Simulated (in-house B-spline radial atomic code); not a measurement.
Configurations of the lanthanum ion La³⁺, with energies counted from [Kr] 4d10 5s2 5p6. All numbers are computed (scalar-relativistic (X2C) r2SCAN0, spin-polarised, spherical fractional occupations; Fermi nucleus of rms radius 4.855 fm) with a radial B-spline atomic code at the basis-set limit, not measured. Caution: exact exchange at fractional occupations of open shells leaves self-interaction of up to several eV. Shells without spins written out take the highest spin.

Occupations are held fixed; configurations that lie above the ionisation limit could autoionise.

```csv
configuration,E - E(ref) (eV),highest orbital,its <r> (bohr)
[Kr] 4d10 5s1 5p6 6s1,44.304,6s up,3.359
[Kr] 4d10 5s1 5p6 6p1,49.444,6p up,3.929
"[Kr] 4d(5 up, 4 down) 5s2 5p6 6p(0 up, 1 down)",122.18,6p down,3.898
[Ar] 3d10 4s2 4p5 4d10 5s2 5p6 6p1,223.53,6p up,3.886
[Ar] 3d10 4s2 4p5 4d10 5s2 5p6 6d1,229.61,6d up,5.075
[Ar] 3d10 4s2 4p5 4d10 5s2 5p6 5f1,230.7,5f up,4.456
```

Task: Order these further configurations by energy, lowest first.
A. [Kr] 4d10 5s1 5p6 6f1
B. [Ar] 3d10 4s2 4p5 4d10 5s2 5p6 6s1
C. [Kr] 4d9 5s2 5p6 5d1
D. [Kr] 4d(5 up, 4 down) 5s2 5p6 6s(1 up, 0 down)
E. [Kr] 4d10 5s2 5p5 6s1

Result: E (26.854 eV), A (61.134 eV), C (113.43 eV), D (116.93 eV), B (218.32 eV).

Task: How far above the reference does [Ar] 3d10 4s2 4p(3 up, 2 down) 4d10 5s2 5p6 6f(1 up, 0 down) lie?

Result: 235.3 eV; its least bound orbital is 6f up with <r> = 7.803 bohr.

Task: How far above the reference does [Kr] 4d10 5s(0 up, 1 down) 5p6 6f(1 up, 0 down) lie?

Result: 61.131 eV; its least bound orbital is 6f up with <r> = 7.953 bohr.
